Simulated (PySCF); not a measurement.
## What builds the third ionisation energy along the third row

Calculated with PySCF 2.14 from differences of total energies of unrestricted determinants, without spin-orbit coupling. Each column adds one step, in eV (sums use unrounded values): valence MP2, valence CCSD, valence triples, then the next inner shell at CCSD(T) (Si 2s 2p, P 2s 2p, S 2s 2p, Cl 2s 2p, Ar 2s 2p). References (NIST) marked * lie between the lowest fine-structure levels; the others compare directly ((s) semi-empirical, (t) theoretical).

```tsv
element	UHF	+ MP2	+ CCSD	+ (T)	+ inner shell	sum	reference
Si [Ne] 3s2 → [Ne] 3s1 (x2c-QZVPPall, spin-free X2C)	32.020	0.909	0.329	0.000	0.179	33.437	33.493
P [Ne] 3s2 3p1 → [Ne] 3s2 (x2c-QZVPPall, spin-free X2C)	29.580	0.331	0.115	0.031	0.012	30.070	30.203 *
S [Ne] 3s2 3p2 → [Ne] 3s2 3p1 (x2c-QZVPPall, spin-free X2C)	34.151	0.525	0.033	0.038	0.012	34.759	34.86 ± 0.04 (s) *
Cl [Ne] 3s2 3p3 → [Ne] 3s2 3p2 (x2c-QZVPPall, spin-free X2C)	38.955	0.701	-0.079	0.043	0.011	39.631	39.8 ± 0.11 (s) *
Ar [Ne] 3s2 3p4 → [Ne] 3s2 3p3 (x2c-QZVPPall, spin-free X2C)	39.386	0.938	0.124	0.033	0.023	40.503	40.735 ± 0.012 (s) *
```

What remains against the references is mostly basis incompleteness and, for starred values, spin-orbit coupling.

These are valence bases, so the inner-shell step is incomplete.
